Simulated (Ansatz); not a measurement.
Input file for Ansatz (a program for electronic structure): R-wB97X-V/def2-TZVPP on GeH5NSi (SMILES [NH2][Ge][SiH3]), a point of a torsion scan.

Ansatz 0.2 input:
```yaml
crystal:
  periodic: [false, false, false]
  atoms:
    - {symbol: N, position_ang: [1.79226447, -0.13102232, 0.21159700]}
    - {symbol: Ge, position_ang: [0.54059417, -0.07731844, 1.51242748]}
    - {symbol: Si, position_ang: [-1.33856403, 0.04813767, -0.02007997]}
    - {symbol: H, position_ang: [2.78024196, -0.18050234, 0.41431979]}
    - {symbol: H, position_ang: [1.66381348, -0.12140676, -0.78958749]}
    - {symbol: H, position_ang: [-1.08082651, -0.40219918, -1.40017483]}
    - {symbol: H, position_ang: [-2.50697369, -0.73858440, 0.40814299]}
    - {symbol: H, position_ang: [-1.86700428, 1.41369951, -0.18595892]}
basis:
  gaussian:
    orbitals: def2-TZVPP
hamiltonian:
  xc: {name: wB97X-V}
scf: {lower_state_search: off}
```

The head of its log:

```
WARN ansatz: RAYON_NUM_THREADS=1 ignored (pool sized by the plan → 1); use --threads N
Functional definition: wB97X-V
these checks for a lower state are left out or cut short: stability, starts, cluster_reference, orbital_swaps, neighbouring_geometries, increment
integrals: 0.15 GiB planned
1130 factors; their error is unknown
integrals: 0.18 GiB planned
247 factors; integrals over basis functions are off by at most 9.9e-6 eV
mean field: 1.18 GiB planned
mean field evaluation 1: about -65956.2182 eV, gradient 4.9e1 eV
mean field evaluation 2: about -65954.0086 eV, gradient 5.9e1 eV
```

**Question.** What total energy does the run end on?

**Answer.** -2424.0241 hartree.
